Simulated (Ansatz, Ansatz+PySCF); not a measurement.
```xyz
5

C    -0.0008   -0.0538   -0.5842
N    -0.0025   -0.0770    0.6895
H     0.0057    0.8886    1.0650
H     0.0093   -0.9926   -1.1369
H    -0.0026    0.8638   -1.1980
```

Basis set: def2-SVP (spherical functions). Correlated methods keep 2 orbitals frozen. Charge 0, multiplicity 1.

Computed with Ansatz (development build ahead of 0.2.0); each method stands on the lowest determinant of its kind that the runs found. Restricted open shells among the atoms or ions are ROHF, correlated in semicanonical orbitals with singles.

Problem. Give the atomization energy at this shape (free ground-state atoms in the same class of orbitals less the molecule, no zero-point energy) of singlet CH₃N by RHF-CCSD(T), RHF-MP2, UHF-MP2, UHF, RHF.

Solution.

```json
{"method": "RHF-CCSD(T)", "atomization energy": "17.95 eV"}
{"method": "RHF-MP2", "atomization energy": "18.03 eV"}
{"method": "UHF-MP2", "atomization energy": "17.90 eV"}
{"method": "UHF", "atomization energy": "13.03 eV"}
{"method": "RHF", "atomization energy": "13.24 eV"}
```

Caution for UHF-MP2: another reference gives a lower total.
